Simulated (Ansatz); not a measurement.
Ansatz (a program for electronic structure) input (HF/6-31G*):

Ansatz 0.2 input:
```yaml
crystal:
  periodic: [false, false, false]
  atoms:
    - {symbol: N, position_ang: [1.54984500, 0.32898800, -0.72762000]}
    - {symbol: Si, position_ang: [0.01192600, 0.00966900, -0.01147300]}
    - {symbol: F, position_ang: [-0.50475800, -1.43779000, -0.37476700]}
    - {symbol: F, position_ang: [0.06569200, 0.15445700, 1.56022400]}
    - {symbol: F, position_ang: [-1.04042600, 1.04568500, -0.55373900]}
    - {symbol: H, position_ang: [2.29954800, -0.29945400, -0.43151100]}
basis:
  gaussian:
    orbitals: 6-31G*
hamiltonian:
  xc: {name: HF}
magnetization: {spin_polarized: true, initial_magnetization: 1}
relax: {f_tol: 0.003, max_steps: 120}
```

Output:

```
Functional definition: HF
integrals: 0.02 GiB planned
766 factors; integrals over basis functions are off by at most 4.1e-4 eV
mean field: 0.35 GiB planned
mean field evaluation 1: about -17479.1206 eV, gradient 2.8e1 eV
mean field evaluation 2: about -17479.1743 eV, gradient 2.8e1 eV
mean field evaluation 4: about -17481.9021 eV, gradient 2.0e0 eV
mean field evaluation 8: about -17481.9322 eV, gradient 2.7e-1 eV
mean field evaluation 16: about -17481.9334 eV, gradient 3.0e-5 eV
mean field evaluation 32: about -17480.8615 eV, gradient 2.9e-1 eV
mean field -17481.93335111 eV, -642.4492009734 hartree, gradient 3.0e-5 eV, S^2 0.756734; 0 other end points of the search recorded, 0 dependent functions left out
the calculation of the forces begins
reference -17481.93335111 eV, -642.4492009734 hartree; 25, 24 occupied and 56, 57 virtual orbitals, 766 factors
relax step   1: F+E_penalty+E_count = -17481.93335111 eV  Δ(F+E_penalty+E_count) = +0.000e0 eV  max|allowed force component| = 5.383e-1 eV/Å  Δτ_max = 0.0000 Å  (93 SCF iters, accepted)
these checks for a lower state are left out or cut short: starts, cluster_reference, orbital_swaps, neighbouring_geometries, increment
integrals: 0.02 GiB planned
766 factors; integrals over basis functions are off by at most 4.0e-4 eV
mean field: 0.35 GiB planned
mean field evaluation 64: about -17481.9455 eV, gradient 2.6e-5 eV
mean field -17481.94546724 eV, -642.4496462329 hartree, gradient 2.6e-5 eV, S^2 0.756637; 0 other end points of the search recorded, 0 dependent functions left out
the calculation of the forces begins
reference -17481.94546724 eV, -642.4496462329 hartree; 25, 24 occupied and 56, 57 virtual orbitals, 766 factors
relax step   2: F+E_penalty+E_count = -17481.94546724 eV  Δ(F+E_penalty+E_count) = -1.212e-2 eV  max|allowed force component| = 2.805e-1 eV/Å  Δτ_max = 0.0078 Å  (45 SCF iters, accepted)
these checks for a lower state are left out or cut short: starts, cluster_reference, orbital_swaps, neighbouring_geometries, increment
integrals: 0.02 GiB planned
766 factors; integrals over basis functions are off by at most 3.9e-4 eV
mean field: 0.35 GiB planned
mean field -17481.94889239 eV, -642.4497721049 hartree, gradient 1.6e-5 eV, S^2 0.756604; 0 other end points of the search recorded, 0 dependent functions left out
the calculation of the forces begins
reference -17481.94889239 eV, -642.4497721049 hartree; 25, 24 occupied and 56, 57 virtual orbitals, 766 factors
relax step   3: F+E_penalty+E_count = -17481.94889239 eV  Δ(F+E_penalty+E_count) = -3.425e-3 eV  max|allowed force component| = 2.685e-2 eV/Å  Δτ_max = 0.0068 Å  (49 SCF iters, accepted)
these checks for a lower state are left out or cut short: starts, cluster_reference, orbital_swaps, neighbouring_geometries, increment
integrals: 0.02 GiB planned
766 factors; integrals over basis functions are off by at most 3.9e-4 eV
mean field: 0.35 GiB planned
mean field -17481.94897263 eV, -642.4497750535 hartree, gradient 2.5e-5 eV, S^2 0.756601; 0 other end points of the search recorded, 0 dependent functions left out
the calculation of the forces begins
reference -17481.94897263 eV, -642.4497750535 hartree; 25, 24 occupied and 56, 57 virtual orbitals, 766 factors
relax step   4: F+E_penalty+E_count = -17481.94897263 eV  Δ(F+E_penalty+E_count) = -8.023e-5 eV  max|allowed force component| = 2.522e-2 eV/Å  Δτ_max = 0.0019 Å  (42 SCF iters, accepted)
these checks for a lower state are left out or cut short: starts, cluster_reference, orbital_swaps, neighbouring_geometries, increment
integrals: 0.02 GiB planned
766 factors; integrals over basis functions are off by at most 3.9e-4 eV
mean field: 0.35 GiB planned
mean field -17481.94901806 eV, -642.4497767230 hartree, gradient 1.7e-5 eV, S^2 0.756598; 0 other end points of the search recorded, 0 dependent functions left out
the calculation of the forces begins
reference -17481.94901806 eV, -642.4497767230 hartree; 25, 24 occupied and 56, 57 virtual orbitals, 766 factors
relax step   5: F+E_penalty+E_count = -17481.94901806 eV  Δ(F+E_penalty+E_count) = -4.543e-5 eV  max|allowed force component| = 1.149e-2 eV/Å  Δτ_max = 0.0033 Å  (44 SCF iters, accepted)
these checks for a lower state are left out or cut short: starts, cluster_reference, orbital_swaps, neighbouring_geometries, increment
integrals: 0.02 GiB planned
766 factors; integrals over basis functions are off by at most 3.9e-4 eV
mean field: 0.35 GiB planned
mean field -17481.94902476 eV, -642.4497769693 hartree, gradient 1.4e-5 eV, S^2 0.756599; 0 other end points of the search recorded, 0 dependent functions left out
the calculation of the forces begins
reference -17481.94902476 eV, -642.4497769693 hartree; 25, 24 occupied and 56, 57 virtual orbitals, 766 factors
relax step   6: F+E_penalty+E_count = -17481.94902476 eV  Δ(F+E_penalty+E_count) = -6.701e-6 eV  max|allowed force component| = 2.460e-3 eV/Å  Δτ_max = 0.0009 Å  (41 SCF iters, accepted)
integrals: 0.02 GiB planned
766 factors; integrals over basis functions are off by at most 3.9e-4 eV
mean field: 0.35 GiB planned
mean field evaluation 96: about -17479.1815 eV, gradient 2.8e1 eV
mean field evaluation 128: about -17480.9358 eV, gradient 1.1e-1 eV
mean field -17481.94902476 eV, -642.4497769693 hartree, gradient 1.4e-5 eV, S^2 0.756599; 1 other end points of the search recorded, 0 dependent functions left out
the calculation of the forces begins
reference -17481.94902476 eV, -642.4497769693 hartree; 25, 24 occupied and 56, 57 virtual orbitals, 766 factors
Total energy: -17481.94902476 eV, -642.4497769693 hartree
Atom 0 at     1.549628     0.316084    -0.716938 Å, force     0.002460    -0.000107    -0.000637 eV/Å
Atom 1 at     0.006259     0.012519    -0.012148 Å, force    -0.001833    -0.000737     0.001146 eV/Å
Atom 2 at    -0.502242    -1.427355    -0.368296 Å, force    -0.000332     0.000088    -0.000257 eV/Å
Atom 3 at     0.062927     0.150152     1.548782 Å, force    -0.000237     0.000352     0.000064 eV/Å
Atom 4 at    -1.038262     1.041668    -0.551071 Å, force    -0.000165    -0.000075     0.000110 eV/Å
Atom 5 at     2.303518    -0.291513    -0.439216 Å, force     0.000106     0.000479    -0.000426 eV/Å
Dipole moment:     0.350857    -0.215407     0.073817 e Å
```

The geometry given is a B3LYP-D3(BJ)/def2-TZVP minimum.
